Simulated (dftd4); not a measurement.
H5PSi, charge -1, doublet, at a GFN2-xTB geometry (a state made from the parent by changing its charge; the spin is typed, not shown lowest); D4 for pbe run with dftd4 4.2.0.

Input for dftd4:
```
$ dftd4 mol.xyz --func pbe --charge -1 --json dftd4.json --noedisp

# file mol.xyz
7

Si    -1.11909809    -0.11289752     0.02233081
P      1.15602004     0.15282726    -0.13415520
H     -2.29260709    -0.93582205    -0.46776480
H     -1.55723131     1.25493495    -0.30971743
H     -1.35069510    -0.26986853     1.48176156
H      1.36139732    -1.18560754     0.15803934
H      2.16620900     0.42451950     0.83737793
```

Task: What does dftd4 print? Leave out banner, timings and long lists.

Result: 
```
                    ____  _____ _____     ____  _  _
      -------------|  _ \|  ___|_   _|---|  _ \| || |------------
     |             | | | | |_    | | ___ | | | | || |_           |
     |             | |_| |  _|   | ||___|| |_| |__   _|          |
     |             |____/|_|     |_|     |____/   |_|            |
     |             ===================================           |
     |            E. Caldeweyher, S. Ehlert & S. Grimme          |
     |          Mulliken Center for Theoretical Chemistry        |
     |                    University of Bonn                     |
      -----------------------------------------------------------

Rational (Becke-Johnson) damping: pbe-D4-ATM
---------------------
  s6         1.0000
  s8         0.9595
  s9         1.0000
  a1         0.3857
  a2         4.8069
 alp        16.0000
--------------------

Dispersion energy:      -6.0151559079450E-03 Eh

[Info] JSON dump of results written to 'dftd4.json'
```
